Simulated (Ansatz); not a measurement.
CH7NSi2. Charge 0, multiplicity 1. The bonds changed during the relaxation, so this is another structure than the one it started from. All single points use the PBE0-D4/def2-TZVP geometry.

```xyz
11

C     1.420    0.073    0.529
Si   -0.045   -0.792   -0.225
N    -1.156    0.343   -0.966
Si   -2.145    1.501   -0.174
H     2.097   -0.650    0.993
H     1.979    0.629   -0.227
H     1.093    0.774    1.301
H     0.405   -1.723   -1.300
H    -1.223    0.310   -1.974
H    -1.659    1.109    1.232
H    -0.767   -1.573    0.812
```

**Question.** What is the dipole moment at B3LYP/def2-TZVPP? (Estimate.)

**Answer.** Ansatz gave: 1.40 D, with components (1.12, -0.40, -0.73) D in this frame, pointing from negative to positive charge.

**Question.** And with PBE, r2SCAN, ωB97M-V? (Best estimate.)

**Answer.** Ansatz gave: PBE 1.52 D, r2SCAN 1.57 D, ωB97M-V 1.33 D.

**Question.** Give the Mulliken charges with B3LYP, r2SCAN, ωB97M-V in def2-TZVPP. (Estimate.)

**Answer.** The calculation gave: 
```csv
atom,B3LYP,r2SCAN,ωB97M-V
C1,-0.37,-0.29,-0.42
Si2,0.39,0.40,0.31
N3,-0.30,-0.37,-0.30
Si4,0.12,0.17,0.11
H5,0.10,0.08,0.12
H6,0.10,0.07,0.12
H7,0.11,0.08,0.12
H8,-0.09,-0.09,-0.04
H9,0.14,0.16,0.12
H10,-0.13,-0.15,-0.09
H11,-0.08,-0.08,-0.03
```

B3LYP here is the variant with VWN-RPA as its local correlation; programs differ in this.
